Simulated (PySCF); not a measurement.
ClRb. Atoms are numbered in the order given.

```xyz
2

Rb     0.0000     0.0000    -0.8976
Cl     0.0000     0.0000     1.9537
```
Charge 0, spin multiplicity 1.

Coordinates come from a PBE0-D3(BJ)/def2-TZVPD optimisation. The def2 effective core potentials stand for the cores of Rb; spin–orbit coupling is left out.

Computed with C-PCM-PBE0/def2-TZVPD (PySCF).

The values are the electrostatic part of the solvation free energy, E(continuum) − E(gas) at the gas-phase geometry, in a cavity of scaled van der Waals radii (PySCF's table); cavitation and dispersion terms are not included. A continuum can't describe solvent molecules that bind to the metal. In vacuum the orbital gap is 4.53 eV. The dipole moment in vacuum is 10.89 D.

| solvent | ε | ΔG(elec) (kcal/mol) | dipole (D) | gap (eV) |
|---|---|---|---|---|
| water | 78.36 | -19.1 | 12.44 | 6.63 |
| chlorobenzene | 5.70 | -15.6 | 12.16 | 6.26 |
| diethylether | 4.24 | -14.3 | 12.07 | 6.13 |
